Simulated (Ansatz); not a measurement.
CH$_{6}$AsNO (`N[AsH]CO`). Charge 0, multiplicity 1. The geometry is a stationary point of PBE0-D4/def2-TZVP. It is one conformer, not always the lowest.

```xyz
10

N     1.014   -1.214    1.080
As   -0.435   -1.140   -0.065
C    -0.595    0.809   -0.429
O     0.353    1.247   -1.375
H     1.132   -0.390    1.656
H     1.868   -1.372    0.563
H    -1.502   -1.114    1.027
H    -1.627    1.018   -0.741
H    -0.402    1.368    0.489
H     0.193    0.788   -2.204
```

What is the dipole moment at PBE/def2-TZVPP? (Best estimate.)

Ansatz gave: 0.83 D, with components (-0.26, 0.58, -0.54) D in this frame, pointing from negative to positive charge.

And with r2SCAN, B3LYP, ωB97M-V? (An estimate is asked.)

Computed: r2SCAN 0.86 D, B3LYP 0.86 D, ωB97M-V 0.87 D.

Give the Mulliken charges with PBE, r2SCAN, ωB97M-V in def2-TZVPP. (An estimate is asked.)

The calculation gave: 
```json
{"atom": "N1", "PBE": "-0.40", "r2SCAN": "-0.42", "ωB97M-V": "-0.36"}
{"atom": "As2", "PBE": "0.20", "r2SCAN": "0.23", "ωB97M-V": "0.21"}
{"atom": "C3", "PBE": "-0.13", "r2SCAN": "-0.02", "ωB97M-V": "-0.17"}
{"atom": "O4", "PBE": "-0.30", "r2SCAN": "-0.35", "ωB97M-V": "-0.31"}
{"atom": "H5", "PBE": "0.14", "r2SCAN": "0.14", "ωB97M-V": "0.11"}
{"atom": "H6", "PBE": "0.15", "r2SCAN": "0.15", "ωB97M-V": "0.11"}
{"atom": "H7", "PBE": "-0.04", "r2SCAN": "-0.05", "ωB97M-V": "0.00"}
{"atom": "H8", "PBE": "0.09", "r2SCAN": "0.06", "ωB97M-V": "0.12"}
{"atom": "H9", "PBE": "0.10", "r2SCAN": "0.07", "ωB97M-V": "0.12"}
{"atom": "H10", "PBE": "0.19", "r2SCAN": "0.20", "ωB97M-V": "0.18"}
```

B3LYP here is the variant with VWN-RPA as its local correlation; programs differ in this.
